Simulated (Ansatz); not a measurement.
Relaxation of In2As with UKS PBE-D4/def2-TZVP.

```sh
$ ansatz run in.yaml --threads 2 --pin off --events-out ev --progress --plain --max-ram 4352MiB
```

```yaml
crystal:
  periodic: [false, false, false]
  atoms:
    - {symbol: In, position_ang: [1.302623, -0.593240, 1.786314]}
    - {symbol: In, position_ang: [-0.856489, -0.252615, -2.107699]}
    - {symbol: As, position_ang: [-0.446134, 0.845845, 0.321385]}
basis:
  gaussian: {orbitals: def2-TZVP}
magnetization: {spin_polarized: true, initial_magnetization: 3}
hamiltonian: {xc: pbe, dispersion: d4}
scf: {lower_state_search: "off"}
output: {orbitals: {seedname: orbitals}}
relax: {f_tol: 0.02, max_steps: 100}
```

Run time 16 s (2 threads of Arm Neoverse V2 on a shared host).

Positions (Å) and forces (eV/Å) at steps 1, 2, 3, 4, 5, 6 of 6:

```xyz
3
step=1 energy=-71179.8095 eV
In    1.303   -0.593    1.786   -0.116   -0.128   -0.421
In   -0.856   -0.253   -2.108    0.284   -0.191    0.301
As   -0.446    0.846    0.321   -0.168    0.319    0.121
3
step=2 energy=-71180.0576 eV
In    1.251   -0.645    1.606   -0.231   -0.044   -0.532
In   -0.736   -0.332   -1.977    0.322   -0.131    0.466
As   -0.515    0.977    0.371   -0.092    0.174    0.066
3
step=3 energy=-71180.3073 eV
In    1.187   -0.680    1.424   -0.252   -0.008   -0.524
In   -0.619   -0.395   -1.833    0.307   -0.097    0.484
As   -0.567    1.076    0.409   -0.055    0.105    0.040
3
step=4 energy=-71180.4793 eV
In    1.111   -0.698    1.245   -0.061   -0.080   -0.240
In   -0.510   -0.442   -1.678    0.164   -0.116    0.166
As   -0.601    1.140    0.433   -0.103    0.196    0.075
3
step=5 energy=-71180.5233 eV
In    1.068   -0.729    1.112   -0.024    0.077    0.062
In   -0.423   -0.494   -1.576   -0.060    0.083   -0.002
As   -0.645    1.222    0.464    0.084   -0.160   -0.061
3
step=6 energy=-71180.5279 eV
In    1.071   -0.718    1.134   -0.001   -0.002   -0.005
In   -0.439   -0.480   -1.589    0.003   -0.003    0.003
As   -0.632    1.198    0.455   -0.002    0.005    0.002
```

In the def2 sets In takes a core potential; there is no spin–orbit coupling. At PBE-D4/def2-TZVP a doublet of charge 0 lies 1.06 eV below the quartet, each at its own geometry. The structure comes from a short search, and lower isomers may exist.
